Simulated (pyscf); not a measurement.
1,1-elimination: H₃Ge–AsH₂ (SMILES [GeH3][AsH2]) → AsH₃ (SMILES [AsH3]) + GeH₂ (SMILES [GeH2]) [singlet]

Gas phase, singlet surface, charge 0. Bonds broken: As1–Ge2, Ge2–H5. Bonds formed: As1–H5. PySCF, gas phase, ωB97X-D3(BJ)/def2-SVP geometries. Correlated levels are frozen-core, on RHF or UHF. ΔMP2 is the change of the MP2 total energy from the triple- to the quadruple-zeta basis.

Transition state (Å):

```xyz
7

As    -2.0552    -0.6718    -0.3348
Ge    -0.3892     1.1862    -0.4672
H     -1.4556    -1.9585     0.2422
H     -1.7207    -1.1007    -1.7518
H     -0.3770    -0.2485     0.4546
H     -0.3368     1.8483     0.9331
H      1.0546     0.7084    -0.7800
```

One imaginary mode, 695i cm⁻¹; descent along it reached the two sides named, in the forms told below.

```tsv
bond	change	reactant side (Å)	saddle	product side
As1–Ge2	breaks	2.404	2.499	2.9
Ge2–H5	breaks	1.537	1.705	2.125
As1–H5	forms	3.2	1.902	1.555
```

Electronic energies relative to the reactant's lowest minimum found (kcal/mol):

```json
[
 {"level": "ωB97X-D3(BJ)/def2-TZVP", "barrier": "54.9", "reaction energy": "+54.9", "reverse barrier": "0.0"},
 {"level": "PBE/def2-TZVP", "barrier": "44.0", "reaction energy": "+48.2", "reverse barrier": "-4.2"},
 {"level": "r²SCAN/def2-TZVP", "barrier": "48.0", "reaction energy": "+52.6", "reverse barrier": "-4.6"},
 {"level": "B3LYP-D3(BJ)/def2-TZVP", "barrier": "49.0", "reaction energy": "+46.2", "reverse barrier": "2.8"},
 {"level": "PBE0-D3(BJ)/def2-TZVP", "barrier": "49.2", "reaction energy": "+52.1", "reverse barrier": "-2.9"},
 {"level": "M06-2X/def2-TZVP", "barrier": "51.0", "reaction energy": "+48.2", "reverse barrier": "2.7"},
 {"level": "ωB97M-D3(BJ)/def2-TZVP", "barrier": "51.3", "reaction energy": "+45.8", "reverse barrier": "5.6"},
 {"level": "HF/def2-TZVP", "barrier": "65.0", "reaction energy": "+42.4", "reverse barrier": "22.6"},
 {"level": "MP2/def2-QZVPP", "barrier": "53.1", "reaction energy": "+54.2", "reverse barrier": "-1.1"},
 {"level": "CCSD/def2-TZVPP", "barrier": "55.2", "reaction energy": "+48.9", "reverse barrier": "6.3"},
 {"level": "CCSD(T)/def2-TZVPP", "barrier": "53.0", "reaction energy": "+50.2", "reverse barrier": "2.9"},
 {"level": "CCSD(T)/def2-TZVPP + ΔMP2(QZVPP)", "barrier": "51.7", "reaction energy": "+49.7", "reverse barrier": "2.0"}
]
```

With CCSD(T)/def2-TZVPP + ΔMP2(QZVPP) energies and thermal terms (ideal gas, 1 atm, RRHO with modes under 100 cm⁻¹ raised to 100, one conformer, R ln 2 for chiral ones without a mode under 150 cm⁻¹), in kcal/mol:

```csv
T (K),ΔH‡,ΔG‡,ΔH,ΔG
298,49.7,49.6,+47.0,+37.2
600,49.3,49.7,+46.4,+27.4
900,48.9,50.0,+45.5,+18.1
1200,48.5,50.5,+44.4,+9.2
```

On the product side the descent ends in an adduct with a As–Ge contact, 8.7 kcal/mol under the separated species and 8.7 kcal/mol under the saddle at ωB97X-D3(BJ)/def2-TZVP. At PBE, r²SCAN, PBE0-D3(BJ), MP2 the saddle lies under the separated products, which points to a path from their complex (located at ωB97X-D3(BJ) alone), and parting the products costs more than the saddle. What is counted as broken (As–Ge) persists as a longer contact in the product adduct; parting that adduct is a step of its own. This is the saddle that the search found; another between the same sides may lie lower. The CCSD(T) − MP2 part came from Ansatz, without density fitting, on the same reference. The frozen core leaves the outer d or s,p core shells of the metals and heavy elements correlated in the MP2 and CC values, and def2-TZVPP describes them poorly, which can shift differences by a few kcal/mol. Elements up to Kr have no core potential and no relativistic terms here.
